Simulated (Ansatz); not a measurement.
Ansatz (an electronic-structure program) input (B3LYP-D3(BJ)/def2-TZVP):

Ansatz 0.2 input:
```yaml
crystal:
  periodic: [false, false, false]
  atoms:
    - {symbol: Cr, position_ang: [-0.00000000, -0.00000000, -0.48918520]}
    - {symbol: F, position_ang: [0.00000000, 0.00000000, 1.30449386]}
basis:
  gaussian:
    orbitals: def2-TZVP
hamiltonian:
  xc: b3lyp
  dispersion: d3bj
magnetization: {spin_polarized: true, initial_magnetization: 5}
phonons: {temperatures: {t_min: 298.15, t_max: 298.15, t_step: 100}}
```

Output:

```
Functional definition: B3LYP
integrals: 0.02 GiB planned
642 factors; their error is unknown
mean field: 0.24 GiB planned
mean field evaluation 1: about -31132.0862 eV, gradient 5.2e1 eV
mean field evaluation 2: about -31052.9979 eV, gradient 1.5e2 eV
mean field evaluation 4: about -31139.4488 eV, gradient 1.9e1 eV
mean field evaluation 8: about -31140.5174 eV, gradient 7.6e-2 eV
mean field evaluation 16: about -31140.6569 eV, gradient 4.5e-5 eV
mean field -31140.65693262 eV, -1144.3980343786 hartree, gradient 4.5e-5 eV, S^2 8.759905; 1 other end points of the search recorded, 0 dependent functions left out
the calculation of the forces begins
reference -31140.65712841 eV, -1144.3980415737 hartree; 19, 14 occupied and 57, 62 virtual orbitals, 642 factors
these checks for a lower state are left out or cut short: stability, starts, cluster_reference, orbital_swaps, neighbouring_geometries, increment
integrals: 0.02 GiB planned
642 factors; their error is unknown
mean field: 0.24 GiB planned
mean field -31140.65693262 eV, -1144.3980343785 hartree, gradient 5.2e-7 eV, S^2 8.759905; 0 other end points of the search recorded, 0 dependent functions left out
the calculation of the forces begins
reference -31140.65712841 eV, -1144.3980415737 hartree; 19, 14 occupied and 57, 62 virtual orbitals, 642 factors
these checks for a lower state are left out or cut short: stability, starts, cluster_reference, orbital_swaps, neighbouring_geometries, increment
integrals: 0.02 GiB planned
642 factors; their error is unknown
mean field: 0.24 GiB planned
mean field evaluation 32: about -31140.6569 eV, gradient 2.4e-4 eV
mean field -31140.65693262 eV, -1144.3980343785 hartree, gradient 5.2e-7 eV, S^2 8.759905; 0 other end points of the search recorded, 0 dependent functions left out
the calculation of the forces begins
reference -31140.65712841 eV, -1144.3980415737 hartree; 19, 14 occupied and 57, 62 virtual orbitals, 642 factors
these checks for a lower state are left out or cut short: stability, starts, cluster_reference, orbital_swaps, neighbouring_geometries, increment
integrals: 0.02 GiB planned
642 factors; their error is unknown
mean field: 0.24 GiB planned
mean field -31140.65693262 eV, -1144.3980343785 hartree, gradient 5.4e-7 eV, S^2 8.759905; 0 other end points of the search recorded, 0 dependent functions left out
the calculation of the forces begins
reference -31140.65712841 eV, -1144.3980415737 hartree; 19, 14 occupied and 57, 62 virtual orbitals, 642 factors
these checks for a lower state are left out or cut short: stability, starts, cluster_reference, orbital_swaps, neighbouring_geometries, increment
integrals: 0.02 GiB planned
642 factors; their error is unknown
mean field: 0.24 GiB planned
mean field -31140.65693262 eV, -1144.3980343785 hartree, gradient 5.4e-7 eV, S^2 8.759905; 0 other end points of the search recorded, 0 dependent functions left out
the calculation of the forces begins
reference -31140.65712841 eV, -1144.3980415737 hartree; 19, 14 occupied and 57, 62 virtual orbitals, 642 factors
these checks for a lower state are left out or cut short: stability, starts, cluster_reference, orbital_swaps, neighbouring_geometries, increment
integrals: 0.02 GiB planned
642 factors; their error is unknown
mean field: 0.24 GiB planned
mean field -31140.65686746 eV, -1144.3980319839 hartree, gradient 7.4e-7 eV, S^2 8.759865; 0 other end points of the search recorded, 0 dependent functions left out
the calculation of the forces begins
reference -31140.65706324 eV, -1144.3980391787 hartree; 19, 14 occupied and 57, 62 virtual orbitals, 642 factors
these checks for a lower state are left out or cut short: stability, starts, cluster_reference, orbital_swaps, neighbouring_geometries, increment
integrals: 0.02 GiB planned
642 factors; their error is unknown
mean field: 0.24 GiB planned
mean field -31140.65686486 eV, -1144.3980318883 hartree, gradient 7.4e-7 eV, S^2 8.759945; 0 other end points of the search recorded, 0 dependent functions left out
the calculation of the forces begins
reference -31140.65706066 eV, -1144.3980390838 hartree; 19, 14 occupied and 57, 62 virtual orbitals, 642 factors
these checks for a lower state are left out or cut short: stability, starts, cluster_reference, orbital_swaps, neighbouring_geometries, increment
integrals: 0.02 GiB planned
642 factors; their error is unknown
mean field: 0.24 GiB planned
mean field evaluation 64: about -31140.5175 eV, gradient 1.1e-1 eV
mean field -31140.65693262 eV, -1144.3980343785 hartree, gradient 5.2e-7 eV, S^2 8.759905; 0 other end points of the search recorded, 0 dependent functions left out
the calculation of the forces begins
reference -31140.65712841 eV, -1144.3980415737 hartree; 19, 14 occupied and 57, 62 virtual orbitals, 642 factors
these checks for a lower state are left out or cut short: stability, starts, cluster_reference, orbital_swaps, neighbouring_geometries, increment
integrals: 0.02 GiB planned
642 factors; their error is unknown
mean field: 0.24 GiB planned
mean field -31140.65693262 eV, -1144.3980343785 hartree, gradient 5.2e-7 eV, S^2 8.759905; 0 other end points of the search recorded, 0 dependent functions left out
the calculation of the forces begins
reference -31140.65712841 eV, -1144.3980415737 hartree; 19, 14 occupied and 57, 62 virtual orbitals, 642 factors
these checks for a lower state are left out or cut short: stability, starts, cluster_reference, orbital_swaps, neighbouring_geometries, increment
integrals: 0.02 GiB planned
642 factors; their error is unknown
mean field: 0.24 GiB planned
mean field -31140.65693262 eV, -1144.3980343785 hartree, gradient 5.4e-7 eV, S^2 8.759905; 0 other end points of the search recorded, 0 dependent functions left out
the calculation of the forces begins
reference -31140.65712841 eV, -1144.3980415737 hartree; 19, 14 occupied and 57, 62 virtual orbitals, 642 factors
these checks for a lower state are left out or cut short: stability, starts, cluster_reference, orbital_swaps, neighbouring_geometries, increment
integrals: 0.02 GiB planned
642 factors; their error is unknown
mean field: 0.24 GiB planned
mean field -31140.65693262 eV, -1144.3980343785 hartree, gradient 5.4e-7 eV, S^2 8.759905; 0 other end points of the search recorded, 0 dependent functions left out
the calculation of the forces begins
reference -31140.65712841 eV, -1144.3980415737 hartree; 19, 14 occupied and 57, 62 virtual orbitals, 642 factors
these checks for a lower state are left out or cut short: stability, starts, cluster_reference, orbital_swaps, neighbouring_geometries, increment
integrals: 0.02 GiB planned
642 factors; their error is unknown
mean field: 0.24 GiB planned
mean field evaluation 96: about -31140.6569 eV, gradient 7.3e-7 eV
mean field -31140.65686486 eV, -1144.3980318883 hartree, gradient 7.4e-7 eV, S^2 8.759945; 0 other end points of the search recorded, 0 dependent functions left out
the calculation of the forces begins
reference -31140.65706066 eV, -1144.3980390838 hartree; 19, 14 occupied and 57, 62 virtual orbitals, 642 factors
these checks for a lower state are left out or cut short: stability, starts, cluster_reference, orbital_swaps, neighbouring_geometries, increment
integrals: 0.02 GiB planned
642 factors; their error is unknown
mean field: 0.24 GiB planned
mean field -31140.65686746 eV, -1144.3980319839 hartree, gradient 7.4e-7 eV, S^2 8.759865; 0 other end points of the search recorded, 0 dependent functions left out
the calculation of the forces begins
reference -31140.65706324 eV, -1144.3980391787 hartree; 19, 14 occupied and 57, 62 virtual orbitals, 642 factors
Total energy: -31140.68250027 eV, -1144.3989739721 hartree
Atom 0 at    -0.000000    -0.000000    -0.489185 Å, force    -0.000000     0.000000    -0.000796 eV/Å
Atom 1 at     0.000000     0.000000     1.304494 Å, force     0.000000    -0.000000     0.000796 eV/Å
Dipole moment:    -0.000000     0.000000    -0.911984 e Å
Vibrations: 644.74 cm⁻¹, zero-point energy 0.039969 eV
```

The spin state was set by rule; other spins were not relaxed.
